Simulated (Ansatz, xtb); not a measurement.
## Relative energy of two structures of FH4Si2Sn+

We compare a, a singlet given by its coordinates, with b, a singlet given by its coordinates. Both are isolated ions in the gas phase, relaxed with PBE0-D3(BJ)/def2-SVP.

a (Å):

```xyz
8

F    -0.0017   -1.2352    0.6481
Si    0.9137   -0.2335    1.7514
Si    2.5151   -1.9156    2.0787
Sn    0.9535   -3.2978    0.3525
H    -0.0402    0.0576    2.8478
H     1.2851    0.9493    0.9391
H     2.5355   -2.4820    3.4575
H     3.8653   -1.5890    1.5374
```

Close contacts (Å): F1–Si2 1.75, F1–Sn4 2.29, Si2–Si3 2.35, Si3–Sn4 2.71, Si2–H5 1.48, Si2–H6 1.48, Si3–H7 1.49, Si3–H8 1.49.

b (Å):

```xyz
8

F    -0.5947   -1.0240    1.9101
Si    1.0492   -0.3978    2.0710
Si    2.5830   -2.0802    1.4704
Sn   -0.6523    0.8050    0.5105
H     1.0978    0.1433    3.4597
H     3.9131   -1.4135    1.5207
H     2.4411   -3.1831    2.4592
H     2.2211   -2.5006    0.0887
```

Close contacts (Å): F1–Si2 1.77, F1–Sn4 2.30, Si2–Si3 2.35, Si2–Sn4 2.60, Si2–H5 1.49, Si3–H6 1.49, Si3–H7 1.49, Si3–H8 1.49.

Estimate which is lower in electronic energy at CCSD(T)/def2-SVP + ΔMP2/def2-TZVPP, and by roughly how much.

The CCSD(T)/def2-SVP + ΔMP2/def2-TZVPP calculation puts structure a lower, by 13.8 kcal/mol.

Level by level:

```json
{"level": "PBE0-D3(BJ)/def2-SVP", "geometry": "PBE0-D3(BJ)/def2-SVP", "E(b) − E(a) (kcal/mol)": "+14.8", "departure from the last row (kcal/mol)": "+1.0", "job, with rough time for the two": "optimisation, 3.7 min"}
{"level": "HF/def2-SVP", "geometry": "PBE0-D3(BJ)/def2-SVP", "E(b) − E(a) (kcal/mol)": "+16.9", "departure from the last row (kcal/mol)": "+3.1", "job, with rough time for the two": "part of the CCSD(T) run"}
{"level": "MP2/def2-SVP", "geometry": "PBE0-D3(BJ)/def2-SVP", "E(b) − E(a) (kcal/mol)": "+15.8", "departure from the last row (kcal/mol)": "+2.0", "job, with rough time for the two": "part of the CCSD(T) run"}
{"level": "CCSD(T)/def2-SVP", "geometry": "PBE0-D3(BJ)/def2-SVP", "E(b) − E(a) (kcal/mol)": "+15.1", "departure from the last row (kcal/mol)": "+1.3", "job, with rough time for the two": "single point"}
{"level": "CCSD(T)/def2-SVP + ΔMP2/def2-TZVPP", "geometry": "PBE0-D3(BJ)/def2-SVP", "E(b) − E(a) (kcal/mol)": "+13.8", "departure from the last row (kcal/mol)": "", "job, with rough time for the two": "single point, 99 s"}
```

None of the levels shown reverses the order. The largest departure from CCSD(T)/def2-SVP + ΔMP2/def2-TZVPP is that of HF/def2-SVP, 3.1 kcal/mol. Levels run at GFN2-xTB geometries aren't shown. The last row adds to CCSD(T) the change of the MP2 difference between the two basis sets, here −1.3 kcal/mol.

With harmonic frequencies from PBE0-D3(BJ)/def2-SVP (ideal gas, rigid rotor, one conformer each, 298.15 K, 1 atm): on the last row, ΔE + ΔZPE = +13.4, ΔH = +13.8, ΔG = +12.6 kcal/mol.

The correlated steps freeze 15 core orbitals; the filled d shell of Sn is correlated, in a basis made for valence electrons. Atoms past krypton carry core potentials in the def2 sets and no spin–orbit term is included. Mirror images aren't counted in ΔG. Programs: Ansatz 0.2.0; the last row on 1 thread of Arm Neoverse N1 on a shared host.
